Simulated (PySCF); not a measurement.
PySCF input (M06-2X/def2-TZVPD):

```python
from pyscf import gto, scf, dft

mol = gto.M(
    atom='''
    C     2.37670206   -0.18829342    0.16092664
    C     1.05012325   -0.33861523    0.17863957
    C     0.11737306    0.67394466   -0.27970893
    C    -1.21880811    0.58815622   -0.28949546
    C    -2.06072487   -0.56035954    0.16512351
    H     3.04138884   -0.96627312    0.51130380
    H     2.83644393    0.72204222   -0.20654446
    H     0.63861631   -1.26826439    0.55589908
    H     0.56935984    1.58966058   -0.64971164
    H    -1.76985071    1.44349385   -0.66853726
    H    -2.74261467   -0.24588182    0.96087039
    H    -2.68713170   -0.92581334   -0.65410846
    H    -1.47420414   -1.39796017    0.53791661
    ''',
    basis='def2-tzvpd',
    charge=0,
    spin=0,
    verbose=4,
)

mf = dft.RKS(mol, xc='m062x').density_fit(auxbasis='def2-universal-jkfit')
mf.grids.level = 4
mf.conv_tol = 1e-9
mf.max_cycle = 100
mf.max_memory = 1500
mf.kernel()
if not mf.converged:
    mf = mf.newton()
    mf.kernel(mf.make_rdm1())
mf.analyze()
```

End of the output:

```
Extra cycle  E= -195.278668764788  delta_E= 2.05e-12  |g|= 9.67e-06  |ddm|= 4.22e-05
converged SCF energy = -195.278668764788
**** SCF Summaries ****
Total Energy =                        -195.278668764787739
Nuclear Repulsion Energy =             156.051256840685284
One-electron Energy =                 -569.808597599112090
Two-electron Energy =                  218.478671993639068
Two-electron Coulomb Energy =          248.478751004239285
DFT Exchange-Correlation Energy =      -30.000079010600210
HOMO-LUMO gap [eV] =                     7.728738418839163
**** MO energy ****
MO #1   energy= -10.5427040824689  occ= 2
MO #2   energy= -10.5413419530753  occ= 2
MO #3   energy= -10.5354765335894  occ= 2
MO #4   energy= -10.5328749573999  occ= 2
MO #5   energy= -10.5322732336372  occ= 2
MO #6   energy= -0.914401717129849 occ= 2
MO #7   energy= -0.855147494744251 occ= 2
MO #8   energy= -0.776816556929006 occ= 2
MO #9   energy= -0.676545010112559 occ= 2
MO #10  energy= -0.610203092173709 occ= 2
MO #11  energy= -0.552318150407459 occ= 2
MO #12  energy= -0.519122396777757 occ= 2
MO #13  energy= -0.482828702348413 occ= 2
MO #14  energy= -0.470883205672494 occ= 2
MO #15  energy= -0.445876290153581 occ= 2
MO #16  energy= -0.432367370604123 occ= 2
MO #17  energy= -0.392075903105358 occ= 2
MO #18  energy= -0.382036561684208 occ= 2
MO #19  energy= -0.279311692681105 occ= 2
MO #20  energy= 0.00471420784298589 occ= 0
MO #21  energy= 0.0216110796258484 occ= 0
MO #22  energy= 0.033651163553967  occ= 0
MO #23  energy= 0.0350682772206848 occ= 0
MO #24  energy= 0.0616914522959492 occ= 0
MO #25  energy= 0.0664323261451959 occ= 0
MO #26  energy= 0.0900547925453386 occ= 0
MO #27  energy= 0.0968085768796199 occ= 0
MO #28  energy= 0.101150218286599  occ= 0
MO #29  energy= 0.113987331823276  occ= 0
MO #30  energy= 0.129080887835325  occ= 0
MO #31  energy= 0.137171469183023  occ= 0
MO #32  energy= 0.137651377486024  occ= 0
MO #33  energy= 0.158027629686644  occ= 0
MO #34  energy= 0.166616523129652  occ= 0
MO #35  energy= 0.171477501849046  occ= 0
MO #36  energy= 0.180692553889455  occ= 0
MO #37  energy= 0.185249643640823  occ= 0
MO #38  energy= 0.205243294959395  occ= 0
MO #39  energy= 0.210213921610609  occ= 0
MO #40  energy= 0.219749098903361  occ= 0
MO #41  energy= 0.228242728909465  occ= 0
MO #42  energy= 0.235397317234955  occ= 0
MO #43  energy= 0.237262622891555  occ= 0
MO #44  energy= 0.244272429262711  occ= 0
MO #45  energy= 0.251424393776925  occ= 0
MO #46  energy= 0.251607569959464  occ= 0
MO #47  energy= 0.261635372184718  occ= 0
MO #48  energy= 0.269313132179903  occ= 0
MO #49  energy= 0.274846460364043  occ= 0
MO #50  energy= 0.286218876925291  occ= 0
MO #51  energy= 0.289723111886944  occ= 0
MO #52  energy= 0.299861732568657  occ= 0
MO #53  energy= 0.299965186555103  occ= 0
MO #54  energy= 0.31347934303045   occ= 0
MO #55  energy= 0.325885289562728  occ= 0
MO #56  energy= 0.326397026232883  occ= 0
MO #57  energy= 0.333657312694787  occ= 0
MO #58  energy= 0.334714915902309  occ= 0
MO #59  energy= 0.344879543085861  occ= 0
MO #60  energy= 0.351839031044179  occ= 0
MO #61  energy= 0.353087350909392  occ= 0
MO #62  energy= 0.364106361801995  occ= 0
MO #63  energy= 0.379059610691825  occ= 0
MO #64  energy= 0.382843536552375  occ= 0
MO #65  energy= 0.383033916291301  occ= 0
MO #66  energy= 0.387407104549957  occ= 0
MO #67  energy= 0.39743704196738   occ= 0
MO #68  energy= 0.403362739674095  occ= 0
MO #69  energy= 0.412214112843313  occ= 0
MO #70  energy= 0.42619995876732   occ= 0
MO #71  energy= 0.432622190031915  occ= 0
MO #72  energy= 0.438828872522213  occ= 0
MO #73  energy= 0.441282498283346  occ= 0
MO #74  energy= 0.449266880264566  occ= 0
MO #75  energy= 0.455810559349145  occ= 0
MO #76  energy= 0.457803925053693  occ= 0
MO #77  energy= 0.467292591630432  occ= 0
MO #78  energy= 0.492089989003642  occ= 0
MO #79  energy= 0.493902026453212  occ= 0
MO #80  energy= 0.503562103332663  occ= 0
MO #81  energy= 0.507252308819664  occ= 0
MO #82  energy= 0.51937422889681   occ= 0
MO #83  energy= 0.538546486492257  occ= 0
MO #84  energy= 0.540152558434953  occ= 0
MO #85  energy= 0.550931719451112  occ= 0
MO #86  energy= 0.571061972729112  occ= 0
MO #87  energy= 0.585189245920339  occ= 0
MO #88  energy= 0.593259273007225  occ= 0
MO #89  energy= 0.618863953761076  occ= 0
MO #90  energy= 0.633601095878238  occ= 0
MO #91  energy= 0.641162925927292  occ= 0
MO #92  energy= 0.644756127062304  occ= 0
MO #93  energy= 0.65197449027724   occ= 0
MO #94  energy= 0.656840556207227  occ= 0
MO #95  energy= 0.675278166392839  occ= 0
MO #96  energy= 0.681107773525939  occ= 0
MO #97  energy= 0.698564864294479  occ= 0
MO #98  energy= 0.709953353126279  occ= 0
MO #99  energy= 0.717789533419405  occ= 0
MO #100 energy= 0.726696604674942  occ= 0
MO #101 energy= 0.727600344051164  occ= 0
MO #102 energy= 0.73889709619218   occ= 0
MO #103 energy= 0.750422085839867  occ= 0
MO #104 energy= 0.758347138331253  occ= 0
MO #105 energy= 0.76964149504726   occ= 0
MO #106 energy= 0.780136690670675  occ= 0
MO #107 energy= 0.795942328031809  occ= 0
[...]
```
